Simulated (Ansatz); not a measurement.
`[OH][SnH]([Cl])[Br]` → HCl + `[OH][Sn][Br]`  (stannylene formation by 1,1-elimination)

Calculated with Ansatz (gas phase, PBE0-D4/def2-TZVP geometries, no zero-point term in ΔE). CCSD(T)/CBS adds triple-zeta CCSD(T) − MP2 to the extrapolated MP2 energy (def2 sets, frozen cores). This one scheme is used for every species. DFT in def2-TZVPP. def2 core potentials past Kr. For Br, Sn outer-core shells are correlated without core-valence functions, which leaves a few kJ/mol of doubt a bond. Scalar relativity is left out up to krypton. Each species was taken in one conformer, which may not be the lowest.

CCSD(T)/CBS gives +55.2 kJ/mol.

Task: Another level gave +64.9 kJ/mol. Which?
A. ωB97X-V/def2-TZVPP
B. CAM-B3LYP-D4/def2-TZVPP
C. BHLYP-D4/def2-TZVPP
D. PBE/def2-TZVPP

Result: A. ωB97X-V 64.9, CAM-B3LYP-D4 47.1, BHLYP-D4 55.2, PBE 29.5 kJ/mol.

Largest T1 diagnostic among the species: 0.015.

Leaving LDA and LC-ωPBE aside and taking each functional with its dispersion term where it has one, the values, not all of them listed here, spread over 51.0 kJ/mol, from BLYP-D4 to B97M-V. LDA lies +27.7 kJ/mol from PBE without D4. From PBE to PBE0 (25 % exact exchange), in def2-TZVPP and without D4, ΔE moves by +19.3 kJ/mol. The D4 term adds +11.0 kJ/mol with B3LYP and +6.1 kJ/mol with PBE0; it sums over pairs of atoms, weighted by their polarisabilities, and B3LYP, whose exchange is more repulsive, gets the larger term.

B3LYP here is the variant with VWN-RPA as its local correlation; programs differ in this.
